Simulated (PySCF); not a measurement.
A TDDFT job was run through a driver script with this input:

```
{"job": {"kind": "uv", "xc": "wB97X-D", "basis": "def2-SVPD", "nstates": 8, "ntriplets": 3}, "charge": 0, "multiplicity": 1}
B      2.879573    -0.606226     0.241847
N      1.576580    -0.003055     0.433974
C      0.534918     0.462096     0.600894
C     -0.803230     1.000411     0.751747
F     -0.796731     2.358872     0.486642
C     -1.723687     0.289195    -0.207439
C     -2.565690    -0.656696     0.159990
H      2.784478    -1.271139    -0.742195
H      3.641182     0.299753     0.116297
H      3.088457    -1.244965     1.225345
H     -1.133399     0.889918     1.795763
H     -1.629190     0.610738    -1.234499
H     -2.657599    -0.975588     1.185464
H     -3.196340    -1.153786    -0.555970
```

Output (SCF cycles cut):

```
converged SCF energy = -335.6552970650

Static polarisability (au): isotropic 79.743, principal 59.233 69.096 110.899

Singlet excitations
state   eV       nm        f      main configurations
  1   5.2418    236.5   0.00510   H->L 0.45, H-1->L 0.22, H->L+1 0.22
  2   5.5924    221.7   0.04326   H-1->L 0.53, H->L+1 0.32
  3   5.8111    213.4   0.01718   H-1->L+1 0.40, H->L+1 0.21, H->L 0.14
  4   6.6697    185.9   0.79975   H-1->L+1 0.38, H->L 0.27, H->L+1 0.15
  5   7.1274    174.0   0.07622   H-2->L 0.78
  6   7.5092    165.1   0.04932   H-2->L+1 0.89
  7   7.6539    162.0   0.02516   H->L+2 0.36, H->L+3 0.31, H->L+4 0.17
  8   7.7100    160.8   0.02799   H-1->L+2 0.37, H-1->L+3 0.29, H-1->L+4 0.16

Triplet excitations (Tamm-Dancoff, eV): 4.4753 4.7818 5.0063
```

Level of theory: TDDFT wB97X-D/def2-SVPD, vertical, gas phase, core orbitals frozen in the response (PySCF 2.14.0, density-fitted response routines). Geometry: GFN2-xTB, one conformer, isolated molecule.

Q: How many basis functions and electrons does this run hold?

A: 199 basis functions for 52 electrons in 26 doubly occupied orbitals.

Q: Give the mean polarisability in Å³.

A: 79.74 au × 0.148185 = 11.82 Å³.

Q: What is the total energy of state 1 at this geometry?

A: -335.65530 + 0.19263 = -335.46267 hartree.

Q: What is the polarisability anisotropy, √(½[(α1 − α2)² + (α2 − α3)² + (α3 − α1)²])?

A: 47.51 au.

Q: Give the energy of state 1 in hartree, cm⁻¹ and kJ/mol.

A: 0.19263 hartree, 42278 cm⁻¹, 505.8 kJ/mol.

Q: Write the structure that the coordinates describe.

A: `[BH3-][N+]#C[C@@H](F)C=C` (C4H7BFN), point group C1.

H and L stand for HOMO and LUMO.

Conformer computed: `[BH3-:1][N+:2]#[C:3][C@@H:4]([F:5])[CH:6]=[CH2:7]`: C3–C4–C6–C7 103°.

wB97X-D is run here without its empirical dispersion term; that term would change no orbital, density or response property at a fixed geometry.
